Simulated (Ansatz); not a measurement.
Species: C$_{3}$H$_{2}$F$_{2}$, SMILES `C(=CF)=CF` (charge 0, multiplicity 1), formula C$_{3}$H$_{2}$F$_{2}$.

Question: How many basis functions does frozen-core CCSD(T)/cc-pVTZ // PBE-D3(BJ)/def2-TZVP (Ansatz, a program for electronic structure) use, how many core orbitals are frozen, and how many electrons are correlated?

Answer: 178 basis functions and 5 frozen orbitals, which leaves 28 correlated electrons. Core time is of the order of minutes.
